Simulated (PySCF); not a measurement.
C₃H₄, SMILES C1CC=1. Geometry: B3LYP-D3(BJ)/def2-TZVP.

**Question.** Give the equilibrium geometry at B3LYP-D3(BJ)/def2-TZVP (PySCF confirms it by a frequency run) as a Z-matrix, and its point group. (The exact figures need the calculation; the answer reports its results.)

**Answer.** point group C2v.
```
C
H 1 1.0889
H 1 1.0889 2 113.66
C 1 1.5050 2 119.64 3 150.54
C 4 1.2868 1 64.69 2 105.61
H 5 1.0749 4 149.73 1 -180.00
H 4 1.0749 5 149.73 6 0.00
```
Charge 0, spin multiplicity 1.
